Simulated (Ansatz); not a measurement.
A nudged elastic band was laid between two geometries of C2H5NSSi (10 atoms, charge 0, multiplicity 1).

Method: RKS BHLYP-D4/def2-mTZVP in Ansatz.

* movable images: 7
* climbing image: yes
* spring: 5.0 eV/Å²
* optimiser: quadratic models (default)
* start path: IDPP
* force threshold: 0.05 eV/Å
* iteration limit: 60
* end points: relaxed

Image 0:

```xyz
10
Properties=species:S:1:pos:R:3
N 0.138 0.235 1.938
Si 0.471 -0.492 0.442
C -0.760 -1.075 -0.703
C -0.188 0.053 -1.142
S -0.459 1.056 -2.540
H 0.817 0.303 2.669
H -0.723 0.694 2.160
H 1.816 -1.062 0.561
H -1.548 -1.704 -1.078
H 0.519 1.942 -2.304
```

Image 8:

```xyz
10
Properties=species:S:1:pos:R:3
N 0.144 0.086 2.070
Si 0.578 -0.458 0.524
C -0.575 -0.819 -0.785
C 0.090 0.317 -1.026
S 0.111 1.557 -2.237
H 0.778 0.064 2.844
H -0.695 0.593 2.270
H 1.875 -1.124 0.676
H -1.356 -1.343 -1.307
H -0.868 1.075 -3.027
```

Question: What changes between the two ends?

Answer: No bond is made or broken. The dihedral C3–C4–S5–H10 goes from -178 to 1°.

Question: Give the energies along the band, and the barrier.

Answer: The forces met the threshold. The highest image is number 4 of 0 to 8, 0.286 eV above the ends, which have the same energy within 2 meV. A vibrational analysis at the climbing image gives one clearly imaginary mode, 312i cm⁻¹: a first-order saddle point.

| image | path coordinate (Å) | energy (eV) | dihedral C3–C4–S5–H10 (°) |
| --- | --- | --- | --- |
| 0 | 0.00 | 0.000 | -178 |
| 1 | 0.43 | 0.030 | -161 |
| 2 | 0.86 | 0.123 | -139 |
| 3 | 1.29 | 0.233 | -114 |
| 4 | 1.72 | 0.286 | -85 |
| 5 | 2.10 | 0.240 | -60 |
| 6 | 2.48 | 0.129 | -34 |
| 7 | 2.86 | 0.031 | -13 |
| 8 | 3.24 | 0.000 | 1 |

Question: What is the geometry of the highest image?

Answer: 
```xyz
10
Properties=species:S:1:pos:R:3:forces:R:3
N -0.240 -0.125 2.071 0.01 0.01 -0.01
Si 0.496 -0.342 0.559 -0.01 -0.01 0.01
C -0.373 -0.888 -0.922 -0.01 0.00 0.01
C -0.060 0.405 -0.973 0.00 0.01 -0.01
S -0.417 1.702 -2.146 0.00 -0.01 0.00
H 0.271 -0.169 2.930 0.00 0.00 0.00
H -1.190 0.161 2.199 0.00 0.00 -0.01
H 1.895 -0.687 0.830 0.00 0.00 0.00
H -0.914 -1.543 -1.584 0.00 0.00 0.00
H 0.616 1.435 -2.960 0.00 0.00 0.00
```

Question: What are the harmonic wavenumbers there?

Answer: 312i, 123, 205, 254, 275, 339, 387, 463, 692, 733, 791, 857, 897, 972, 990, 1031, 1147, 1615, 1678, 2331, 2737, 3253, 3699, 3796 cm⁻¹.

Time of the run: 2.3 min on 2 threads of Arm Neoverse V1 (shared host), peak memory 0.26 GiB.
